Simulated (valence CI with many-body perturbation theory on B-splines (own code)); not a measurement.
## Pm20+ in three bases

Calculated by configuration interaction combined with many-body perturbation theory (CI+MBPT): five valence electrons over a frozen Dirac-Fock core [Kr], radial functions for each j: 7 s, 7 p, 8 d, 6 f, 4 g, 1 h, with the one-electron correlation potential Σ1, the two-electron term Σ2, the three-electron term Σ3, Breit, model QED; selected CI, second order for the rest, scaled by the run's own slope (own B-spline code, finite nucleus).

No measured spectrum was set against this ion. As an estimate, terms of the open shell hold to 2 to 4 % of their energy, and close levels can change places. Among the levels kept, up to 590 cm⁻¹ of a level comes from second order outside the variational space, and about a tenth of that is noise between levels of different J, which matters for small intervals. Only levels of the ground parity were solved; by the run's estimate the other parity begins above the list, which can be wrong where configurations are misplaced.

The reference run has the lowest level (4d3/2^4 4d5/2) J=5/2 [a] and an ionisation energy of 609.650 eV. Its largest variational space holds 20131 state functions.

Levels are named by their leading jj configuration (3d3/2^4 stands for four electrons in 3d with j = 3/2), which in mixed levels can hold well under half, so a name can repeat and another be missing. Letters in brackets count levels of one name in rising energy.

Changed runs:
A. basis 6 s, 6 p, 5 d, 5 f, 1 g
B. basis 5 s, 5 p, 4 d, 4 f

Excitation energies of the reference run in cm⁻¹, and shifts in cm⁻¹:

```csv
Level,Reference,A,B
(4d3/2^4 4d5/2) J=5/2 [b],36496,+312,+1130
(4d3/2^3 4d5/2^2) J=7/2 [a],57754,+294,+1331
(4d3/2^3 4d5/2^2) J=3/2 [a],60164,+296,+1297
(4d3/2^3 4d5/2^2) J=11/2,62063,+295,+1252
(4d3/2^3 4d5/2^2) J=9/2,67107,+266,+1332
(4d3/2^3 4d5/2^2) J=5/2 [a],67411,+245,+1223
(4d3/2^3 4d5/2^2) J=1/2,72846,+283,+1315
(4d3/2^3 4d5/2^2) J=7/2 [b],83641,+322,+1714
(4d3/2^3 4d5/2^2) J=5/2 [b],88561,+383,+1583
(4d3/2^2 4d5/2^3) J=7/2 [a],96494,+355,+1741
(4d3/2^2 4d5/2^3) J=11/2,98485,+324,+1392
(4d3/2^3 4d5/2^2) J=3/2 [b],101902,+437,+1788
Ionisation energy (eV),609.650,-0.051,-0.085
```
